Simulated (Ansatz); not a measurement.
System: B$_{2}$F$_{3}$ (charge 0, doublet). It need not be the lowest isomer of its formula. 
Geometry from a B3LYP-D3(BJ)/def2-TZVP (Ansatz, a program for electronic structure) optimisation:
```
B
F 1 1.3291
F 1 1.3291 2 117.62
B 1 1.6631 2 120.74 3 -169.25
F 4 1.2931 1 141.53 2 -95.54
```
Charge 0, spin multiplicity 2.

Parts of the frozen-core correlation energy in STO-3G (Ansatz, hartree). Frozen orbitals: 5; correlated occupied orbitals by spin: 14 and 13; virtual: 6 and 7. Open shells are spin-unrestricted. No spin-orbit coupling. Non-relativistic.

```json
[
 {"term": "reference (HF)", "value": "-342.94181"},
 {"term": "MP2 opposite-spin", "value": "-0.09604"},
 {"term": "MP2 same-spin", "value": "-0.02927"},
 {"term": "CCSD correlation", "value": "-0.14727"},
 {"term": "(T)", "value": "-0.01210"},
 {"term": "T1 diagnostic", "value": "0.020"},
 {"term": "largest doubles amplitude", "value": "0.056"},
 {"term": "<S^2> of the reference", "value": "0.760"}
]
```
